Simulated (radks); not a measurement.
Problem. Excited configurations of La II: one electron is placed in a higher orbital outside [Xe] 5d1. The ground configuration is [Xe] 5d2. All-electron calculation, Dirac Kohn-Sham, BLYP, spin-unpolarised, spherical densities, finite nucleus; open shells fill j = l - 1/2 first; Fermi nuclear charge, rms radius 4.855 fm. Program: a radial shooting solver on a logarithmic mesh with Libxc functionals. Excitation = E - E(ground); binding = E(ion) - E, where the ion is the core of charge +2; n* = 2/sqrt(2 binding) in atomic units, and the quantum defect is n - n*.

| outer orbital | excitation (eV) | binding (eV) | n* | quantum defect | eigenvalue (eV) | <r> (bohr) |
|---|---|---|---|---|---|---|
| 5f5/2 | 7.334 | 3.486 | 3.951 | 1.049 | -2.331 | 8.399 |
| 6s1/2 | -0.122 | 10.942 | 2.230 | 3.770 | -8.310 | 4.051 |
| 7p1/2 | 6.490 | 4.330 | 3.545 | 3.455 | -3.345 | 9.389 |
| 7d3/2 | 7.874 | 2.946 | 4.298 | 2.702 | -2.227 | 13.01 |

Estimate the row for 7s1/2.

Solution. excitation (eV) 5.619; binding (eV) 5.201; n* 3.235; quantum defect 3.765; eigenvalue (eV) -4.088; <r> (bohr) 8.149. The Delta-SCF ionisation energy is 10.820 eV (NIST Atomic Spectra Database: 11.185 eV, measured). Self-interaction in the functional shifts the binding energies and quantum defects, so they are the method's values and not measured ones. Spin polarisation and multiplet splitting are left out, so open shells lie too high by an amount that depends on their filling. A negative excitation energy means that this level of theory puts the configuration below the NIST ground configuration.

Beside tabulated values, note that spin-unpolarised runs miss the spin-polarisation part of the exchange energy of open shells.
